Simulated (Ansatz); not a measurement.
Consider the silylene loss: `CN[SiH2][SiH3]` → `CN[SiH3]` + `[SiH2]`.

Gas-phase electronic energies from Ansatz, PBE0-D4/def2-TZVP geometries. CBS: MP2 limit from def2 TZ/QZ plus the TZ coupled-cluster correction, frozen cores. This one scheme is used for every species. DFT in def2-TZVPP. Each species was taken in one conformer, which may not be the lowest.

| species | revPBE energy (Eh) |
| --- | --- |
| `CN[SiH2][SiH3]` | -677.16294 |
| `CN[SiH3]` | -386.52040 |
| `[SiH2]` | -290.55627 |

(1) Work out ΔE.

Largest T1 diagnostic among the species: 0.014.

## Answers

(1) ΔE = (-386.52040) + (-290.55627) − (-677.16294) = 0.08627 Eh = +226.5 kJ/mol. CCSD(T)/CBS gives +232.3 kJ/mol.

At CCSD(T), def2-SVP lies −18.3 kJ/mol from the extrapolated value and def2-TZVPP −6.9 kJ/mol. From BLYP to BHLYP (50 % exact exchange), in def2-TZVPP and without D4, ΔE moves by +16.6 kJ/mol.
